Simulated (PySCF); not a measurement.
Species: C3H5NOSi.
SMILES with atom numbers: `[CH2:1]=[CH:2][O:3][SiH2:4][C:5]#[N:6]` (hydrogens: H7, H8 on C1; H9 on C2; H10, H11 on Si4)

Computed with PySCF, PBE0-D3(BJ)/def2-SVP geometry optimisation, gas phase.

Question: Give the optimised bond lengths and angles.

Answer: 
```json
{"bond": "C1=C2", "length (pm)": "133.0", "order": "double"}
{"bond": "C2–O3", "length (pm)": "136.0", "order": "single"}
{"bond": "O3–Si4", "length (pm)": "165.8", "order": "single"}
{"bond": "Si4–C5", "length (pm)": "186.4", "order": "single"}
{"bond": "C5≡N6", "length (pm)": "116.0", "order": "triple"}
{"bond": "C1–H7", "length (pm)": "109.2", "order": "single"}
{"bond": "C1–H8", "length (pm)": "109.0", "order": "single"}
{"bond": "C2–H9", "length (pm)": "109.8", "order": "single"}
{"bond": "Si4–H10, Si4–H11", "length (pm)": "148.2", "order": "single"}
```

Bonds in one row agree within 1 pm and their mean is given. Orders are formal, as drawn. A selection of angles:
```json
{"angle": "C2–C1–H7", "degrees": "121.1"}
{"angle": "C2–C1–H8", "degrees": "119.7"}
{"angle": "H7–C1–H8", "degrees": "119.2"}
{"angle": "C1–C2–O3", "degrees": "122.4"}
{"angle": "C1–C2–H9", "degrees": "122.1"}
{"angle": "O3–C2–H9", "degrees": "115.5"}
{"angle": "C2–O3–Si4", "degrees": "128.3"}
{"angle": "O3–Si4–C5", "degrees": "108.3"}
{"angle": "O3–Si4–H10", "degrees": "107.6"}
{"angle": "O3–Si4–H11", "degrees": "112.6"}
{"angle": "C5–Si4–H10", "degrees": "108.7"}
{"angle": "C5–Si4–H11", "degrees": "106.6"}
{"angle": "H10–Si4–H11", "degrees": "113.0"}
{"angle": "Si4–C5–N6", "degrees": "178.9"}
```

Dihedral angles: C1–C2–O3–Si4 -159° (antiperiplanar); C2–O3–Si4–C5 -47° (synclinal). The mirror-image conformer, all signs reversed, is as good.

Of the pairs four or more bonds apart, C5···H9 is among the closest relative to their van der Waals radii: 2.92 Å, 101 % of the sum of Bondi's values. O3 (silyl ether oxygen) is bent (angle 128.3°). Si4 (oxygen-bound silicon) is distorted tetrahedral (angles from 106.6° to 113.0°).

Point group: C1 (no symmetry element, even within 0.4 Å). No frequency check. One conformer, not necessarily the lowest.
